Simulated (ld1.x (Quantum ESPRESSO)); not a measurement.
u(r) = r·R(r): atom against pseudo-atom (Li)

Columns: radius, all-electron u(r) and pseudo u(r) of the 2p shell (level -1.09 eV) of lithium in the configuration 1s2 2s1 2p0; PBE, scalar-relativistic, RRKJ scheme, ld1.x (Quantum ESPRESSO) 7.5.

| r (bohr) | all-electron | pseudo |
| --- | --- | --- |
| 0.210 | 0.0155 | 0.0063 |
| 0.420 | 0.0482 | 0.0245 |
| 0.630 | 0.0870 | 0.0535 |
| 0.840 | 0.1272 | 0.0909 |
| 1.050 | 0.1667 | 0.1341 |
| 1.260 | 0.2042 | 0.1799 |
| 1.470 | 0.2389 | 0.2254 |
| 1.680 | 0.2705 | 0.2680 |
| 1.890 | 0.2998 | 0.3058 |
| 2.100 | 0.3274 | 0.3378 |
| 2.310 | 0.3522 | 0.3638 |
| 2.520 | 0.3738 | 0.3843 |
| 2.730 | 0.3920 | 0.4000 |
| 2.940 | 0.4067 | 0.4120 |
| 3.150 | 0.4180 | 0.4209 |
| 3.360 | 0.4261 | 0.4273 |
| 3.570 | 0.4310 | 0.4314 |
| 3.780 | 0.4331 | 0.4331 |
| 3.990 | 0.4325 | 0.4325 |
| 4.200 | 0.4297 | 0.4297 |
| 4.410 | 0.4248 | 0.4248 |
| 4.620 | 0.4183 | 0.4183 |
| 4.830 | 0.4104 | 0.4104 |
| 5.040 | 0.4013 | 0.4013 |
| 5.250 | 0.3914 | 0.3914 |
| 5.460 | 0.3808 | 0.3808 |

How many radial nodes do the two functions have?

The all-electron 2p function has n − l − 1 = 0; the pseudo-wave has 0.

At about which radius was the pseudo-wave matched?

4.20 bohr. The columns agree to 0.0005 from 3.57 bohr on; several derivatives are matched, so the curves merge somewhat inside the radius.

Is the pseudo-wave norm-conserving?

Yes: the RRKJ scheme keeps the norm inside the radius equal to the all-electron one, which fixes the energy derivative of the logarithmic derivative at the level.
